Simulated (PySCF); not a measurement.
C3H6Cl, SMILES C[C](C)Cl (connectivity only; charge and spin as stated), charge +1, multiplicity 1. Heavy atoms are numbered as in [CH3:1][C:2]([CH3:3])[Cl:4]. Hydrogens are named by the atom that carries them.

Geometry: B3LYP-D3(BJ)/def2-SVP. The multiplicity is an assumed one; other spin states were not compared. The isomer is the one that the SMILES or the coordinates give; other isomers of the formula were not compared.

All values below come from PBE/pcSseg-1 (PySCF).

GIAO shieldings, no solvent; atoms alike by connectivity are averaged. δ = σ(ref) − σ: ¹³C against TMS (σ = 182.0 ppm); ³⁵Cl against HCl (σ = 936.5 ppm); ¹H against TMS (σ = 31.49 ppm), references at their B3LYP-D3(BJ)/def2-TZVP geometries, non-relativistic (without spin–orbit terms, shifts of atoms bonded to Cl or Br come out too high).

```csv
atoms,nucleus,count,δ (ppm)
C2,¹³C,1,…
C1 (CH3),¹³C,2,59.2
Cl4,³⁵Cl,1,…
H on C1,¹H,6,4.64
```

Task: Some entries are withheld; supply them. (The exact figures need the calculation; the answer reports its results.)

Result: 
- C2, δ (ppm): 318.3
- Cl4, δ (ppm): 925.0
